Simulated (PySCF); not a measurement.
Quadrupolar nuclei of `N#C[Si@@H]1[C@@H](C=O)C[Si@H]1C[SiH3]` in NMR

C₅H₁₁NOSi₃.
Cartesian coordinates in Å at the GFN2-xTB level; atoms count from 1:
```xyz
21
C5H11NOSi3 angstrom
N     -1.908   -3.988   -0.324
C     -1.551   -2.961    0.040
Si    -0.883   -1.296    0.571
C     -2.004   -0.005   -0.429
C     -2.158    1.072    0.544
O     -1.334    1.934    0.761
C     -1.036    0.351   -1.572
Si     0.651   -0.259   -0.867
C      1.761    1.073   -0.102
Si     3.070    0.445    1.125
H     -1.163   -1.313    2.014
H     -2.968   -0.390   -0.755
H     -3.081    1.015    1.156
H     -1.086    1.415   -1.801
H     -1.316   -0.187   -2.477
H      1.400   -1.123   -1.799
H      1.119    1.796    0.402
H      2.261    1.617   -0.904
H      2.410   -0.343    2.170
H      3.784    1.578    1.717
H      4.020   -0.413    0.412
```

Computed at PBE0/pcSseg-1 (PySCF, non-relativistic):

```csv
atom,environment,nucleus,spin I,Q (b),CQ = χzz (MHz),η
N1,cyano nitrogen,14N,1,0.02044,-5.487,0.016
O6,aldehyde oxygen,17O,5/2,-0.0256,11.615,0.409
```

Problem. Recover the principal values of the field gradient from CQ = 234.96 MHz × Q × Vzz, η = (Vxx − Vyy)/Vzz and a zero trace.

Solution. Vxx = −Vzz(1 − η)/2 and Vyy = −Vzz(1 + η)/2, in au:

```csv
atom,Vxx (au),Vyy (au),Vzz (au),Vzz (10²¹ V/m²)
N1,0.562,0.580,-1.142,-11.10
O6,0.571,1.360,-1.931,-18.76
```

Problem. At 18.8 T, set νQ = 3|CQ|/[2I(2I − 1)] beside the Larmor frequency (|g| × 7.62259 MHz/T × B; g(14N) = 0.40376, g(17O) = −0.75752), and give PQ = |CQ|√(1 + η²/3).

Solution. 
```json
{"atom": "N1", "PQ (MHz)": "5.487", "νQ (MHz)": "8.230", "ν0 (MHz)": "57.86", "νQ/ν0": "0.142"}
{"atom": "O6", "PQ (MHz)": "11.93", "νQ (MHz)": "1.742", "ν0 (MHz)": "108.56", "νQ/ν0": "0.016"}
```

For N1: PQ = 5.487 × 1.0000, νQ = 5.487 × 1.5000, ν0 = 3.0777 MHz/T × 18.8 T.

Problem. Second-order quadrupolar shift of the central transition's centre of gravity (half-integer spins, νQ < ν0/10) at 18.8, 23.5 and 28.2 T.

Solution. δ = −(3/40)(PQ/ν0)² [I(I + 1) − 3/4]/[I²(2I − 1)²], in ppm:

| site | 18.8 T | 23.5 T | 28.2 T |
| --- | --- | --- | --- |
| 17O at O6 | -72.5 | -46.4 | -32.2 |

Problem. Quadrupolar 1/T1 and linewidth for τc = 2 ps (extreme narrowing, isotropic tumbling)?

Solution. 1/T1 = 1/T2 = (3π²/10)(2I + 3)/[I²(2I − 1)] × PQ² × τc; the width is 1/(πT2).

```
     site  spin factor (2I + 3)/[I²(2I − 1)]  1/T1 (s⁻¹)  T1 (ms)  linewidth (Hz)
14N at N1                              5.000         891     1.12             284
17O at O6                              0.320         270     3.71            85.9
```

The couplings are those of the rigid, isolated species; surroundings and motion change them. GFN2-xTB bond lengths can be off by several hundredths of an ångström, more for odd bonds, and the gradients follow them. These gradients aren't converged with respect to the basis.

One conformer stands for the species.
